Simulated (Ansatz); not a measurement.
Total energies of CH$_{6}$Cl$_{2}$GaP (`[CH3][Ga-]([PH3+])([Cl])[Cl]`).

```
atom   x (Å)   y (Å)   z (Å)
  C1   0.748   1.076   1.482
 Ga2   0.617  -0.565   0.428
  P3  -1.071  -0.304  -1.443
 Cl4   2.231  -1.106  -0.941
 Cl5  -0.390  -2.314   1.262
  H6  -0.210   1.312   1.947
  H7   1.064   1.911   0.855
  H8   1.490   0.937   2.270
  H9  -2.439  -0.087  -1.181
 H10  -1.158  -1.488  -2.196
 H11  -0.882   0.628  -2.484
```

Charge 0, multiplicity 1. Correlated methods include outer-core shells of Ga, which these sets cover unevenly. Scalar relativity is left out up to krypton. All single points use the PBE0-D4/def2-TZVP geometry. It is one conformer, not always the lowest. Basis def2-TZVPP, the Gaussian-basis code of Ansatz.

RPA on PBE orbitals: Hartree–Fock energy of these orbitals -3224.45440 Eh, correlation -1.59251 Eh (frozen core).

| functional | energy without D4 (Eh) | D4 term (kJ/mol) |
| --- | --- | --- |
| LDA (SPW92) | -3220.82641 | – |
| PBE | -3227.60758 | -33.0 |
| revPBE | -3228.10888 | -79.7 |
| BLYP | -3228.52365 | -68.6 |
| r2SCAN | -3228.38286 | -8.2 |
| B97M-V | -3227.80926 | – |
| PBE0 | -3227.76628 | -28.7 |
| B3LYP | -3228.60674 | -53.5 |
| r2SCANh | -3228.36691 | -9.0 |
| r2SCAN0 | -3228.34473 | -10.0 |
| HSE06 (plane-wave form) | -3227.74046 | -27.3 |
| BHLYP | -3228.44903 | -47.4 |
| CAM-B3LYP | -3228.63007 | -30.1 |
| LC-ωPBE | -3227.88014 | – |
| ωB97X-V | -3228.12827 | – |
| ωB97M-V | -3228.29800 | – |
| B2PLYP | -3227.71269 | – |
| PBE-QIDH | -3227.17858 | – |

B3LYP takes the VWN-RPA correlation (the form of Gaussian; ORCA's B3LYP/G). HSE06 is the plane-wave form, built on full-range PBE exchange. The double hybrids freeze the cores in their second-order part.

LC-ωPBE has ω = 0.4 bohr⁻¹.
